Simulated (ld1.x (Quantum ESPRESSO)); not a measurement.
copper: variants of one ultrasoft potential

Base potential:

```
Element                 : Cu
Generator               : ld1.x (Quantum ESPRESSO) 7.5
Type                    : ultrasoft
Functional              : LDA (PZ)
Relativity              : scalar-relativistic
Frozen core             : [Ne] 3s2
Valence charge          : 17
Reference configuration : 3p6 3d9 4s0 4p0 (charge +2)
Partial waves           : 4s (bound, empty): rcut 1.50, rcutus 1.80 bohr; 4s channel at -0.45 Ry: rcut 1.50, rcutus 1.80 bohr; 3p (bound): rcut 1.00, rcutus 1.20 bohr; 4p (bound, empty): rcut 1.00, rcutus 1.20 bohr; 3d (bound): rcut 0.80, rcutus 0.95 bohr; 3d channel at -1.9 Ry: rcut 0.80, rcutus 0.95 bohr
Local potential         : all-electron potential smoothed inside 1.35 bohr (lloc = -1)
Core correction         : Bessel-smoothed model core inside 0.50 bohr
Augmentation charge     : built from norm-conserving waves at rcut, not smoothed further
```

All-electron outer shells of the reference configuration (LDA (PZ), scalar-relativistic, ld1.x):

```tsv
shell	level (eV)	outermost node (bohr)	outermost maximum (bohr)
3s	-139.79	0.29	0.61
3p	-97.57	0.26	0.62
3d	-29.98	–	0.60
4s	-22.55	0.88	1.93
4p	-15.39	0.95	2.30
```

Cutoffs, loose and tight: the cutoffs (Ry, on a coarse ladder) from which the occupation-weighted sum of valence levels, in a spherical-Bessel basis at the reference potential, stays within 10 and 1 mRy of its value at 400 Ry. They do not see the model core or the augmentation charge, which bear on the density cutoff. Test errors are all-electron minus pseudo excitation energies from the reference, over the configurations 3p6 3d10 4s1 4p0; 3p6 3d10 4s0 4p0; 3p6 3d8 4s0 4p0; 3p5 3d10 4s1 4p0; 3p6 3d7 4s0 4p0; 3p6 3d9 4s1 4p0; 3p6 3d10 4s0.5 4p0 (two spin-polarised tests are not counted in the largest error). A dash means not determined; rows that change the core or the reference have their own tests. The largest error is taken over the tests solved by every variant that gives reliable tests at all: 3p5 3d10 4s1 4p0; 3p6 3d10 4s0 4p0; 3p6 3d10 4s0.5 4p0; 3p6 3d7 4s0 4p0; 3p6 3d8 4s0 4p0; 3p6 3d9 4s1 4p0.

Cutoffs are not given where the Bessel-basis levels miss the radial ones by over 6 mRy, ghosts where they miss by over 20 mRy; a channel whose overlap is not positive is not tested.

| change | outcome | bound ghosts | largest test error (meV) |
| --- | --- | --- | --- |
| base | generated | not determined | -414 |
| wave 4s channel at -0.45 Ry: rcut 1.50, rcutus 1.80 bohr becomes 4s channel at -1.53 Ry: rcut 1.50, rcutus 1.80 bohr | generated | not determined | test run stopped at test 1 of 9 (negative rho) |
| wave 4s channel at -0.45 Ry: rcut 1.50, rcutus 1.80 bohr becomes 4s channel at -1.41 Ry: rcut 1.50, rcutus 1.80 bohr | generated | not determined | -415 |
| wave 4s channel at -0.45 Ry: rcut 1.50, rcutus 1.80 bohr becomes 4s channel at -1.31 Ry: rcut 1.50, rcutus 1.80 bohr | generated | not determined | -415 |
| wave 4s channel at -0.45 Ry: rcut 1.50, rcutus 1.80 bohr becomes 4s channel at -0.96 Ry: rcut 1.50, rcutus 1.80 bohr | generated | not determined | -414 |
| wave 4s channel at -0.45 Ry: rcut 1.50, rcutus 1.80 bohr becomes 4s channel at -0.42 Ry: rcut 1.50, rcutus 1.80 bohr | generated | not determined | -414 |
| wave 4s channel at -0.45 Ry: rcut 1.50, rcutus 1.80 bohr becomes 4s channel at 0.57 Ry: rcut 1.50, rcutus 1.80 bohr | generated | not determined | test run stopped at test 1 of 9 (negative rho) |
| wave 4s channel at -0.45 Ry: rcut 1.50, rcutus 1.80 bohr becomes 4s channel at 1.56 Ry: rcut 1.50, rcutus 1.80 bohr | generated | not determined | -415 |
| wave 4s channel at -0.45 Ry: rcut 1.50, rcutus 1.80 bohr becomes 4s channel at 5.05 Ry: rcut 1.50, rcutus 1.80 bohr | generated | not determined | test run stopped at test 1 of 9 (negative rho) |
